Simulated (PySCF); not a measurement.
# Ga₃⁺: from structure and modes to constants

Method: UPBE0 in PySCF with Ga def2-TZVP; no relativity; density-fitted integrals.

The triplet minimum has D3h symmetry. Masses (u): Ga 68.92558.

```xyz
3
charge 1 multiplicity 3, angstrom
Ga    0.7957   -1.3781    0.0000
Ga   -1.5913    0.0000    0.0000
Ga    0.7957    1.3781    0.0000
```

Harmonic wavenumbers (cm⁻¹): 64.2 (e', ×2), 140.3 (a1', ×1).

**Question.** Find the vibrational entropy and heat capacity at 298.15 K.

**Answer.** With u = 1.43878 ω/T, each mode gives S = R[u/(eᵘ−1) − ln(1−e⁻ᵘ)] and C = R u² eᵘ/(eᵘ−1)².
| ω (cm⁻¹) | u | S (J/(mol K)) | C (J/(mol K)) |
| --- | --- | --- | --- |
| 64.2 (×2) | 0.310 | 18.10 | 8.25 |
| 140.3 | 0.677 | 11.71 | 8.00 |
The sums over all modes are S = 47.9 and C = 24.5 J/(mol K); the softest mode gives 38 % of the entropy (each member, where degenerate).

**Question.** Give the standard entropy (298.15 K, 1 bar) by its translational, rotational, vibrational and spin parts, and Cp.

**Answer.** Sackur–Tetrode with M = 206.78 u gives 175.3; rotation with symmetry number 6 gives 105.9; vibration 47.9; spin R ln 3 = 9.1. The total is 338.3 J/(mol K), and Cp = 4 R + 24.5 = 57.8 J/(mol K).

Other isomers or separated fragments may lie lower.
